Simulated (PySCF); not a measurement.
**Bond curve of CaCl**

Set-up: Ca 6-31G(d,p), Cl 6-31G(d,p); no relativity (PySCF 2.14). Energies in eV from Ca + Cl in their ground configurations at the same level. State: ²Σ⁺ (doublet), unpaired electrons σ ↑.

All columns are PBE0. A positive dipole means Ca(−)Cl(+).

```csv
R (Å),E (eV),μ (D),Mulliken charge on Ca (basis-dependent),HOMO (eV),LUMO (eV),Mayer bond order,⟨S²⟩
2.099,-3.491,-2.83,0.38,-4.08,-1.91,1.05,0.75
2.197,-3.954,-3.25,0.41,-4.21,-2.01,1.01,0.75
2.295,-4.205,-3.69,0.43,-4.32,-2.11,0.98,0.75
2.368,-4.293,-4.03,0.45,-4.41,-2.18,0.96,0.75
2.441,-4.317,-4.38,0.47,-4.50,-2.26,0.93,0.75
2.514,-4.292,-4.74,0.48,-4.58,-2.33,0.91,0.75
2.612,-4.204,-5.23,0.51,-4.69,-2.43,0.87,0.75
2.734,-4.033,-5.86,0.53,-4.81,-2.56,0.83,0.75
2.880,-3.777,-6.63,0.56,-4.96,-2.72,0.79,0.75
3.076,-3.398,-7.67,0.59,-5.15,-2.92,0.74,0.75
```

A fit through these points gives, at Re = 2.437 Å, μ = -4.36 D and dμ/dR = -4.86 D/Å; the reduced mass is 18.65 u.

How strong is the fundamental in the double-harmonic approximation, I = 42.26·(dμ/dR)²/μred km/mol?

I = 42.26·(-4.86)²/18.65 = 53.5 km/mol at PBE0.

The state was picked by a PBE0 search and need not be the measured ground state.
